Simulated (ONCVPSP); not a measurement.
What one change does to a pseudopotential (Br, ONCV)

```
Element                 : bromine (Br)
Generator               : ONCVPSP 4.0.1
Type                    : optimised norm-conserving Vanderbilt (ONCV)
Functional              : LDA (Perdew-Wang 92)
Relativity              : scalar-relativistic
Frozen core             : [Ar] 3d10
Valence charge          : 7
Reference configuration : 4s1 4p6
Partial waves           : 4s: rc 1.45 bohr, ncon 3, nbas 6, qcut 5.1 1/bohr, 2 projectors, debl 0.9 Ha; 4p: rc 1.20 bohr, ncon 4, nbas 9, qcut 6.8 1/bohr, 3 projectors, debl 2.1 Ha
Local potential         : polynomial inside 1.10 bohr (lpopt 3, dvloc0 3 Ha)
Core correction         : Teter function, fcfact 4.5, rcfact 1.5
```

All-electron outer shells of the reference configuration (LDA (PZ), scalar-relativistic, ld1.x):

```csv
shell,level (eV),outermost node (bohr),outermost maximum (bohr)
3p,-174.76,0.21,0.48
3d,-68.53,–,0.43
4s,-21.12,0.67,1.41
4p,-8.60,0.70,1.64
```

Change: s: ncon 4, nbas 7.

Cutoffs: the cutoffs (Ha) at which the residual kinetic energy of the hardest occupied pseudo-wave falls to 1 and 0.1 mHa per electron; they do not see the model core or the augmentation charge, which bear on the density cutoff. Errors are all-electron minus pseudo energies relative to the spin-unpolarised reference configuration.

Problem. What does the change do?

Solution. The potential gets neither clearly harder nor softer (96 Ha and 187 Ha → 96 Ha and 187 Ha); both files keep a bound ghost (p); of the 4 tests that both files solve, the error grows in 0 and shrinks in 2 by more than 15 % and 0.3 meV (median size 15.7 → 14.7 meV).

| quantity | base | changed |
| --- | --- | --- |
| cutoff, loose | 96 Ha | 96 Ha |
| cutoff, tight | 187 Ha | 187 Ha |
| loose cutoff by channel | s 13 Ha, p 96 Ha | s 14 Ha, p 96 Ha |
| bound ghosts | p | p |
| GHOST(+) flags under 300 eV | s at 143.0 eV | s at 133.6 eV |
| error for 4s2 4p5, meV [ΔE -12.42 eV] | -1.8 | 0.0 |
| error for 4s2 4p4, meV [ΔE 0.28 eV] | -4.2 | -2.7 |
| error for 4s2 4p3, meV [ΔE 23.22 eV] | -27 | -27 |
| error for 4s2 4p2, meV [ΔE 57.44 eV] | -97 | -99 |
| s: phases at 1.48 bohr within 0.05 rad from the reference energy up to (Ha; the scan ends near 5) | 4.2 | 3.9 |
| p: phases at 1.22 bohr within 0.05 rad from the reference energy up to (Ha; the scan ends near 5) | to the end of the scan | to the end of the scan |
| rms error of d²Exc/dni dnj with the model core, mHa | 0.68 | 0.64 |

 A true bound ghost makes a file unfit for plane-wave use even where its test errors are small: the radial tests pick states by their node count and pass the ghost by.
